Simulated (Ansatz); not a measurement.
`F[B@H-]1[NH2+][B@@H-](F)[NH2+]1`, one more setting.

```yaml
crystal:
  periodic: [false, false, false]
  atoms:
    - {symbol: F, position_ang: [-1.656578, -0.706547, 1.256484]}
    - {symbol: B, position_ang: [-0.334821, -0.466732, 0.955436]}
    - {symbol: N, position_ang: [0.047920, -1.036010, -0.487423]}
    - {symbol: B, position_ang: [0.545641, 0.434262, -0.865527]}
    - {symbol: F, position_ang: [-0.083761, 0.903054, -1.996585]}
    - {symbol: N, position_ang: [-0.112068, 1.035830, 0.460363]}
    - {symbol: H, position_ang: [0.471628, -0.787749, 1.793345]}
    - {symbol: H, position_ang: [0.733936, -1.776517, -0.522078]}
    - {symbol: H, position_ang: [-0.768253, -1.318104, -1.021671]}
    - {symbol: H, position_ang: [1.748952, 0.519387, -0.848515]}
    - {symbol: H, position_ang: [-0.987054, 1.516679, 0.275138]}
    - {symbol: H, position_ang: [0.471258, 1.627148, 1.035034]}
basis:
  gaussian: {orbitals: def2-mTZVP, point_charges: [{charge: -1.00, position_ang: [6.581, 0.124, -0.697]}]}
hamiltonian: {xc: {name: r2SCAN50}, dispersion: d3bj}
```

```sh
$ ansatz run in.yaml --threads 4 --pin off --events-out ev --progress --plain --max-ram 10444MiB
```

It prints (some lines left out):

```
Warning: the engine holds no damping parameters fitted to this dispersion correction and functional, so the run takes those fitted to r2scan50 beside the three-body term, which d3bj leaves out (hamiltonian.dispersion, under Limitations)
Functional definition: r2SCAN50
1284 factors; their error is unknown
mean field evaluation 1: about -9860.7020 eV, gradient 6.1e1 eV
mean field evaluation 2: about -9862.2304 eV, gradient 5.4e1 eV
mean field evaluation 4: about -9867.0349 eV, gradient 4.9e-1 eV
mean field evaluation 8: about -9867.0793 eV, gradient 1.9e-1 eV
mean field evaluation 16: about -9867.0794 eV, gradient 4.5e-5 eV
mean field -9867.07938099 eV, -362.6084791048 hartree, gradient 4.5e-5 eV, S^2 0.000000; 0 other end points of the search recorded, 0 dependent functions left out
reference -9867.07938835 eV, -362.6084793753 hartree; 24, 24 occupied and 108, 108 virtual orbitals, 1284 factors
Total energy: -9867.15812512 eV, -362.6113728980 hartree
```

Run time 2.5 s (4 threads of an Arm Neoverse V1 on a shared host); peak host memory 0.55 GiB.
